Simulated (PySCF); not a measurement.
## From computed data to an observable: oscillator strength and radiative lifetime

C2H4FNOSi, SMILES O=C=N[SiH2]CF.

Coordinates come from a B3LYP-D3(BJ)/def2-SVP optimisation. This is a generated structure with no PubChem entry under its InChIKey; it may be hypothetical. Other conformers were not sampled.

TDA-PBE/def2-SVPD in PySCF puts the first singlet state with f over 0.02 at 6.63 eV (vertical), with the transition dipole (-0.630, -0.011, 0.115) in atomic units.

Find the oscillator strength, the wavelength and the radiative lifetime that this transition would have in vacuum if emission retraced absorption.


|μ|² = 0.4102 au, so |μ| = 1.63 D. ΔE = 6.63/27.211 = 0.2436 hartree. f = (2/3) ΔE |μ|² = 0.067 (the program prints 0.067).
λ = 1239.84/6.63 = 187 nm; ν = 53475 cm⁻¹.
Einstein's coefficient A = 0.6670 ν² f s⁻¹ (ν in cm⁻¹) = 1.3e8 s⁻¹, so τ = 1/A = 7.9 ns. This state is S2; the lower singlet has f = 0.001. The figure is the radiative limit of this one transition; relaxation, internal conversion, crossing to triplets and a medium change what is measured.
